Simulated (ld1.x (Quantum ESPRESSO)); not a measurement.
# Configuration tests for oxygen (O) (TM)

oxygen, norm-conserving Troullier–Martins (Kleinman–Bylander form), made with ld1.x (Quantum ESPRESSO) 7.5 (LDA (PZ), scalar-relativistic). Core [He], reference 2s1.75 2p4.25. Waves: 2s (bound): rc 0.70 bohr; 2p (bound): rc 2.10 bohr. Local part: the p channel. Core correction: a·sin(br)/r model core, default radius (core density twice the valence density).

Energies are relative to the spin-unpolarised reference configuration 2s1.75 2p4.25; without spin polarisation the order of configurations can differ from experiment. Spin-polarised rows fill each open shell by Hund’s rule, majority spin first.

(1) Give the all-electron excitation energy and the error of the potential for: 2s2 2p4; 2s2 2p3; 2s2 2p2; 2s0 2p6; 2s2 2p1; 2s2 2p4.3; 2s1 2p5; 2s1.75 2p4.25 (spin-polarised); 2s2 2p4 (spin-polarised).

## Answers

(1)

| valence configuration | charge | ΔE all-electron (eV) | error AE − PS (meV) |
| --- | --- | --- | --- |
| 2s2 2p4 | 0 | -3.640 | -0.5 |
| 2s2 2p3 | +1 | 12.943 | +87 |
| 2s2 2p2 | +2 | 46.651 | +684 |
| 2s0 2p6 | 0 | 25.587 | -25 |
| 2s2 2p1 | +3 | 100.615 | +2737 |
| 2s2 2p4.3 | -0.3 | -5.814 | -13 |
| 2s1 2p5 | 0 | 10.944 | -5.2 |
| 2s1.75 2p4.25 (spin-polarised) | 0 | -1.436 | -25 |
| 2s2 2p4 (spin-polarised) | 0 | -5.050 | -42 |
